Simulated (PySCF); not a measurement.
A structure optimised at PBE-D3(BJ)/def2-SVP, used in a PySCF frequency run:

```
Si
N 1 1.7379
H 2 1.0240 1 118.13
H 2 1.0252 3 109.68 1 -139.44
C 1 1.8783 2 108.64 3 176.15
H 5 1.1076 1 110.53 2 179.62
H 5 1.1085 6 108.99 1 -121.69
H 5 1.1097 6 107.74 7 -117.75
Cl 1 2.1252 2 113.86 3 -65.32
Si 1 2.3465 2 108.12 3 50.17
H 10 1.5049 1 110.11 2 -174.22
H 10 1.5068 11 108.56 1 -119.88
H 10 1.5073 11 108.59 12 -117.59
```
Charge 0, spin multiplicity 1.

**Question.** Write its SMILES and formula.

**Answer.** C[Si@@](N)([SiH3])Cl, CH8ClNSi2

**Question.** What are its rotational constants (standard atomic weights)?

**Answer.** 2.3400, 1.7176, 1.4145 GHz
